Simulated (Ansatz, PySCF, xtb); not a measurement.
Breaking the Se4–H5 bond in AlH3Se (SMILES [AlH2][SeH]) (multiplicity 1 held, fragments rigid). Energies count from the point at 1.472 Å.
Geometry at that point (charge 0, multiplicity 1):
```xyz
5

Al     0.36409     0.02746    -1.55731
H     -0.69852    -0.56977    -2.55207
H      1.74544     0.64239    -1.99375
Se    -0.20120    -0.03048     0.69658
H      1.06056     0.60674     1.10718
```

Restricted levels (R-, RO-) in cc, def2 and unpolarised 6-31G sets keep to the state of the molecule at rest. Active spaces are followed from a long bond inwards. Levels need not reach the same state.

Cores are frozen in the correlated methods. Filled d and f shells under p-block atoms count as core. Rows in 3-21G carry no dispersion term and start afresh at each structure; the Pople sets are all-electron and without relativity.

Run with Ansatz (an electronic-structure program); PySCF for 3-21G rows; xtb for the GFN methods. Values without a source in brackets are computed. The GFN methods have no spin term and hold the electronic entropy of 300 K.

Energies in kcal/mol.

```
R (Å)  GFN2-xTB  R-HF/3-21G  R-HF/def2-TZVPP  FIC-NEVPT4(SD) on CASSCF(4,3)/def2-TZVPP  FIC-MRCISD+Q on CASSCF(4,3)/def2-TZVPP
-----  --------  ----------  ---------------  ----------------------------------------  --------------------------------------
1.178      24.6        34.4             34.5                                      36.5                                    35.8
1.325       3.1         6.6              5.8                                       7.0                                     6.7
1.472       0.0         0.0              0.0                                       0.0                                     0.0
1.619       3.5         3.9              5.7                                       4.2                                     4.4
1.766       9.4        13.0             16.9                                      13.5                                    13.8
1.987      19.9        31.2             37.6                                      30.2                                    30.6
2.208      31.4        51.0             58.7                                      46.0                                    46.4
2.576      49.2        82.1             89.8                                      65.0                                    65.5
2.944      63.0       108.0            114.5                                      74.9                                    75.4
3.386      73.4       132.1            136.5                                      79.5                                    80.0
3.974      79.7       154.1            156.3                                      81.2                                    81.6
4.710      81.9       169.9            171.4                                      81.5                                    82.0
```

Doubts at one or more of the structures used: a restricted determinant that unrestricted orbitals would lower (R-HF/3-21G, R-HF/def2-TZVPP); active orbitals that take no part (FIC-NEVPT4(SD) on CASSCF(4,3)/def2-TZVPP, FIC-MRCISD+Q on CASSCF(4,3)/def2-TZVPP).
